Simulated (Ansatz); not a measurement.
```xyz
13

O     4.0359    1.2371   -1.1953
C     2.9675    0.9091   -0.8801
N     1.8598    0.5689   -0.5536
Hf    0.0008    0.0003   -0.0002
N    -1.2078    1.6192    0.0653
C    -1.9282    2.5831    0.1026
O    -2.6230    3.5128    0.1387
N    -0.7247   -1.3280   -1.3400
C    -1.1570   -2.1190   -2.1381
O    -1.5742   -2.8820   -2.9076
N     0.0749   -0.8593    1.8278
C     0.1174   -1.3731    2.9157
O     0.1585   -1.8688    3.9650
```

Total charge 0; spin multiplicity 1. Hf takes the def2 core potential.

(1) List the B3LYP/def2-TZVPP orbital energies in eV (Ansatz 0.2.0). (Estimate.)

## Answers

(1) Computed: Occupied: -522.41, -522.41, -522.41, -522.41, -390.40, -390.40, -390.40, -390.40, -281.09, -281.09, -281.09, -281.09, -68.85, -37.42, -37.42, -37.42, -30.91, -30.91, -30.91, -30.91, -25.83, -25.70, -25.70, -25.70, -15.33, -14.88, -14.88, -14.88, -14.18, -13.77, -13.77, -13.77, -13.38, -13.38, -13.31, -13.31, -13.31, -13.27, -13.27, -13.27, -9.65, -9.65, -9.27, -9.27, -9.27, -8.81, -8.81, -8.81. Lowest empty: -2.34, -2.34, -1.48, -1.48, -1.48, -0.88, 0.80, 0.80.

B3LYP here is the variant with VWN-RPA as its local correlation; programs differ in this.
